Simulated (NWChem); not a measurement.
System: InF, singlet; SMILES [F][In]

Input file for NWChem:

```
start job
memory heap 200 mb stack 900 mb global 1100 mb
geometry units angstroms noautoz
  In     0.000000     0.000000    -0.299955
  F      0.000000     0.000000     1.696464
end
basis spherical
  * library def2-svp
end
ecp
  In library def2-ecp
end
dft
  xc n12
  iterations 150
  mulliken
end
task dft energy
```

Low-valent species are run as closed-shell singlets; no triplet was tried in these runs. The geometry was optimised at PBE0/def2-SVP. def2 effective core potentials on In; no spin-orbit coupling.

Q: Predict the main results of this run. (N12/def2-SVP with def2 effective core potentials on In.) Quantities: energy (Ha); highest occupied level (eV); orbital gap (eV); dipole (D).

A: 
```json
{
 "energy (Ha)": "-290.44",
 "highest occupied level (eV)": "-6.15",
 "orbital gap (eV)": "4.23",
 "dipole (D)": "2.84"
}
```
